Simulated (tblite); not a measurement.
A geometry optimisation, step by step.

Species: C4H9BOSi.
SMILES with atom numbers: `[BH2:1][Si@H:2]1[CH2:3][C:4]12[CH2:5][O:6][CH2:7]2` (hydrogens: H8, H9 on B1; H10 on Si2; H11, H12 on C3; H13, H14 on C5; H15, H16 on C7)

Computed with GFN2-xTB (tblite), gas phase: L-BFGS steps from a force-field or distance-geometry start until the largest atomic force falls under 0.01 eV/Å. 9 of its 88 geometries are shown.

Step 0: E = -545.3074 eV, largest atomic force 3.813 eV/Å
```
atom  x, y, z in Å  |  force x, y, z in eV/Å
B1      2.556    0.054    0.188   -1.460   0.497  -0.681
Si2     0.922   -1.017    0.290    3.710  -0.851   0.217
C3     -0.439   -0.447    1.448   -0.069  -1.090   3.142
C4     -0.586   -0.001    0.071   -0.355  -0.352   1.557
C5     -1.520   -0.428   -0.965    0.275  -0.911  -1.376
O6     -1.190    0.772   -1.632   -0.916   1.327  -1.810
C7     -0.608    1.351   -0.486    0.230   0.677   0.364
H8      3.120    0.024   -0.855    0.384  -0.098   0.633
H9      2.505    1.081    0.790    0.492  -0.402  -0.105
H10     0.947   -2.407   -0.139   -0.501  -0.178  -0.106
H11    -0.054    0.272    2.204   -0.701  -0.343  -0.632
H12    -1.076   -1.239    1.929    0.266   1.131  -0.723
H13    -1.089   -1.267   -1.559   -1.092   0.014   0.184
H14    -2.580   -0.527   -0.728   -0.078  -0.088  -0.079
H15     0.396    1.773   -0.625   -0.508   0.495  -0.233
H16    -1.311    2.014    0.058    0.322   0.172  -0.353
```

Step 11: E = -546.2486 eV, largest atomic force 0.385 eV/Å
```
atom  x, y, z in Å  |  force x, y, z in eV/Å
B1      2.524    0.141    0.116    0.042  -0.048   0.025
Si2     1.103   -1.090    0.391   -0.282   0.038   0.095
C3     -0.394   -0.517    1.498    0.336  -0.188   0.007
C4     -0.507   -0.066    0.091   -0.044   0.013  -0.214
C5     -1.493   -0.448   -0.996   -0.084   0.179  -0.100
O6     -1.266    0.816   -1.632   -0.109   0.139   0.033
C7     -0.603    1.340   -0.474   -0.062  -0.024  -0.049
H8      3.284    0.026   -0.762    0.144  -0.115   0.000
H9      2.599    1.121    0.750   -0.047   0.071   0.029
H10     0.800   -2.446   -0.109    0.043   0.146   0.121
H11    -0.175    0.259    2.217   -0.028   0.102  -0.024
H12    -1.120   -1.215    1.888   -0.035  -0.056  -0.182
H13    -1.250   -1.283   -1.665   -0.006   0.073   0.170
H14    -2.549   -0.530   -0.685    0.175  -0.066   0.093
H15     0.312    1.888   -0.728   -0.113  -0.132   0.023
H16    -1.274    2.012    0.090    0.070  -0.134  -0.028
```

Step 22: E = -546.3469 eV, largest atomic force 0.281 eV/Å
```
atom  x, y, z in Å  |  force x, y, z in eV/Å
B1      2.620    0.129    0.138   -0.078  -0.138   0.086
Si2     1.152   -1.049    0.382   -0.268   0.047  -0.070
C3     -0.375   -0.510    1.424   -0.097   0.013   0.080
C4     -0.476   -0.058    0.016    0.196  -0.133  -0.069
C5     -1.541   -0.431   -0.990    0.039   0.076   0.014
O6     -1.451    0.876   -1.567   -0.055   0.093  -0.052
C7     -0.642    1.359   -0.489    0.001  -0.108   0.052
H8      3.496   -0.123   -0.592    0.122  -0.002   0.034
H9      2.605    1.168    0.674    0.068   0.101  -0.052
H10     0.823   -2.437    0.015    0.121   0.058  -0.039
H11    -0.288    0.284    2.156    0.008  -0.139   0.014
H12    -1.097   -1.271    1.693    0.088   0.080   0.152
H13    -1.323   -1.231   -1.710   -0.060   0.152   0.089
H14    -2.529   -0.593   -0.534    0.021  -0.077  -0.102
H15     0.247    1.906   -0.823   -0.170  -0.055  -0.052
H16    -1.229    1.989    0.197    0.064   0.031  -0.087
```

Step 33: E = -546.4179 eV, largest atomic force 0.165 eV/Å
```
atom  x, y, z in Å  |  force x, y, z in eV/Å
B1      2.700    0.094    0.190    0.048   0.081   0.062
Si2     1.148   -0.992    0.340    0.128  -0.025  -0.101
C3     -0.380   -0.508    1.387   -0.096   0.071  -0.032
C4     -0.496   -0.060   -0.034   -0.068  -0.019   0.012
C5     -1.620   -0.412   -0.988   -0.035   0.007  -0.014
O6     -1.673    0.939   -1.455    0.051  -0.013   0.006
C7     -0.700    1.371   -0.500   -0.005  -0.023   0.018
H8      3.693   -0.302   -0.289   -0.032  -0.024   0.039
H9      2.679    1.215    0.534    0.024   0.000  -0.018
H10     0.987   -2.417    0.022   -0.081   0.012  -0.066
H11    -0.320    0.268    2.134    0.054   0.066   0.026
H12    -1.059   -1.296    1.679   -0.016  -0.017   0.014
H13    -1.394   -1.114   -1.798   -0.029   0.009   0.043
H14    -2.562   -0.697   -0.502    0.044  -0.072  -0.026
H15     0.141    1.884   -0.981   -0.045  -0.048   0.043
H16    -1.151    2.035    0.251    0.060  -0.006  -0.005
```

Step 44: E = -546.4360 eV, largest atomic force 0.079 eV/Å
```
atom  x, y, z in Å  |  force x, y, z in eV/Å
B1      2.726    0.102    0.229    0.049   0.003  -0.021
Si2     1.151   -0.959    0.293    0.001  -0.002   0.029
C3     -0.375   -0.497    1.372    0.009   0.018   0.015
C4     -0.518   -0.068   -0.046   -0.007   0.011   0.001
C5     -1.651   -0.422   -0.987   -0.002   0.015   0.004
O6     -1.748    0.945   -1.403    0.015  -0.005  -0.011
C7     -0.721    1.362   -0.498   -0.018  -0.009   0.000
H8      3.738   -0.365   -0.130    0.025  -0.020   0.014
H9      2.733    1.244    0.488   -0.042   0.003   0.037
H10     0.958   -2.369   -0.057   -0.024  -0.061  -0.044
H11    -0.289    0.293    2.104    0.019   0.032   0.008
H12    -1.035   -1.287    1.700    0.012  -0.023  -0.011
H13    -1.414   -1.086   -1.824    0.014   0.016   0.001
H14    -2.573   -0.770   -0.506    0.020   0.016   0.018
H15     0.115    1.843   -1.018   -0.060   0.003  -0.021
H16    -1.105    2.042    0.272   -0.011   0.001  -0.020
```

Step 54: E = -546.4423 eV, largest atomic force 0.047 eV/Å
```
atom  x, y, z in Å  |  force x, y, z in eV/Å
B1      2.740    0.079    0.258    0.008   0.004  -0.039
Si2     1.154   -0.965    0.263   -0.032   0.016  -0.007
C3     -0.347   -0.480    1.365   -0.019  -0.002  -0.007
C4     -0.512   -0.053   -0.050   -0.010  -0.011  -0.018
C5     -1.651   -0.427   -0.977   -0.008  -0.002  -0.009
O6     -1.784    0.936   -1.389   -0.021   0.001   0.018
C7     -0.744    1.372   -0.509    0.008  -0.018  -0.012
H8      3.768   -0.390   -0.046    0.017   0.006   0.013
H9      2.715    1.222    0.511    0.023   0.011   0.040
H10     0.919   -2.360   -0.132    0.002  -0.016   0.008
H11    -0.250    0.314    2.092    0.044  -0.013  -0.006
H12    -0.996   -1.273    1.707   -0.036   0.004  -0.004
H13    -1.410   -1.079   -1.821    0.015  -0.017   0.002
H14    -2.560   -0.797   -0.488    0.006   0.009   0.031
H15     0.069    1.854   -1.060   -0.001   0.036   0.021
H16    -1.118    2.056    0.264    0.005  -0.008  -0.031
```

Step 65: E = -546.4455 eV, largest atomic force 0.025 eV/Å
```
atom  x, y, z in Å  |  force x, y, z in eV/Å
B1      2.744    0.071    0.267    0.011  -0.018   0.007
Si2     1.153   -0.968    0.236    0.004  -0.016   0.006
C3     -0.335   -0.476    1.354   -0.011   0.011   0.002
C4     -0.508   -0.043   -0.059    0.000  -0.003   0.007
C5     -1.653   -0.431   -0.970    0.009  -0.005  -0.006
O6     -1.796    0.928   -1.393   -0.020  -0.007   0.011
C7     -0.757    1.378   -0.520    0.002  -0.007  -0.014
H8      3.781   -0.390   -0.022   -0.017   0.001  -0.005
H9      2.718    1.203    0.563    0.014   0.013   0.016
H10     0.903   -2.362   -0.158    0.014   0.016  -0.009
H11    -0.200    0.313    2.081   -0.008  -0.003  -0.006
H12    -1.005   -1.250    1.702    0.021   0.007   0.001
H13    -1.412   -1.092   -1.809   -0.020  -0.005  -0.002
H14    -2.551   -0.803   -0.463   -0.006   0.014  -0.006
H15     0.047    1.874   -1.073    0.002   0.009   0.008
H16    -1.138    2.058    0.252    0.004  -0.008  -0.011
```

Step 76: E = -546.4470 eV, largest atomic force 0.018 eV/Å
```
atom  x, y, z in Å  |  force x, y, z in eV/Å
B1      2.757    0.065    0.289    0.010  -0.005  -0.001
Si2     1.158   -0.960    0.222    0.008   0.003  -0.016
C3     -0.327   -0.468    1.342   -0.002  -0.004   0.009
C4     -0.507   -0.043   -0.072    0.005   0.006   0.010
C5     -1.665   -0.435   -0.966    0.007   0.001   0.003
O6     -1.817    0.923   -1.390   -0.014  -0.004  -0.005
C7     -0.768    1.377   -0.531   -0.015   0.002  -0.010
H8      3.789   -0.407    0.000    0.006   0.001  -0.004
H9      2.749    1.190    0.615    0.002   0.003   0.006
H10     0.921   -2.350   -0.187   -0.003   0.001   0.000
H11    -0.189    0.326    2.063   -0.008   0.001   0.006
H12    -0.991   -1.241    1.698   -0.003  -0.006   0.008
H13    -1.443   -1.099   -1.807    0.000  -0.002   0.000
H14    -2.555   -0.804   -0.441   -0.002   0.010  -0.008
H15     0.024    1.881   -1.093    0.005  -0.010   0.005
H16    -1.144    2.053    0.247    0.004   0.003  -0.003
```

Step 87: E = -546.4473 eV, largest atomic force 0.008 eV/Å
```
atom  x, y, z in Å  |  force x, y, z in eV/Å
B1      2.761    0.065    0.291   -0.001   0.003   0.001
Si2     1.158   -0.955    0.218   -0.004   0.004   0.000
C3     -0.325   -0.468    1.344    0.001  -0.002   0.002
C4     -0.511   -0.042   -0.069    0.002   0.002  -0.001
C5     -1.667   -0.436   -0.965    0.002  -0.001   0.002
O6     -1.815    0.919   -1.398    0.000  -0.002   0.002
C7     -0.771    1.377   -0.534    0.001   0.002  -0.001
H8      3.790   -0.403   -0.014    0.000  -0.002  -0.001
H9      2.757    1.183    0.638    0.002  -0.002  -0.001
H10     0.919   -2.344   -0.195   -0.001   0.000   0.000
H11    -0.190    0.326    2.066    0.001   0.002   0.002
H12    -0.987   -1.242    1.703   -0.003  -0.007  -0.002
H13    -1.443   -1.106   -1.801   -0.001   0.000   0.002
H14    -2.560   -0.798   -0.442    0.003   0.000  -0.002
H15     0.027    1.876   -1.092    0.000   0.002  -0.002
H16    -1.150    2.057    0.239    0.000   0.000  -0.001
```

**Question.** Summarise the path.

**Answer.** The energy falls by 26.29 kcal/mol from step 0 to step 87; nine tenths of that is first reached at step 21. It never rises by more than 0.2 meV. The largest force goes from 3.813 to 0.008 eV/Å. Among the bonds Si2–C4 changes most, from 1.831 to 1.924 Å; the atoms move by 0.434 Å rms after alignment.

What follows is the cost of the whole relaxation. Hardware: one thread of an Arm Neoverse N1, no GPU, shared host with 64 logical CPUs at a one-minute load of 56. Cost: 0.94 s.
